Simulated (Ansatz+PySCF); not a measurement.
Two shapes of doublet H₃.

Shape 1:

```xyz
3

H     0.0000    0.0000    0.0000
H     0.0000    0.0000    0.9300
H     0.0000    0.0000    1.8600
```

Shape 2:

```xyz
3

H     0.0000    0.0000    0.0000
H     0.0000    0.0000    2.0000
H     0.0000    0.0000    4.0000
```

Basis set: cc-pVDZ (spherical functions). Charge 0, multiplicity 2.

Computed with Ansatz (development build ahead of 0.2.0); each method stands on the lowest determinant of its kind that the runs found.

Question: Which shape is lower in energy, and by how much in each method?

Answer:

| method | E(2) − E(1) (eV) |
| --- | --- |
| ROHF | 4.609 |
| PBE (restricted open-shell) | 4.096 |
| PBE (unrestricted) | 3.637 |
| ωB97X (restricted open-shell) | 4.578 |
| ωB97X (unrestricted) | 3.755 |

Shape 1 is lower. Caution for ROHF, ωB97X (restricted open-shell): an unrestricted determinant lies well below; the determinant breaks the point group. Caution for PBE (unrestricted), ωB97X (unrestricted): the unrestricted determinant is spin contaminated.
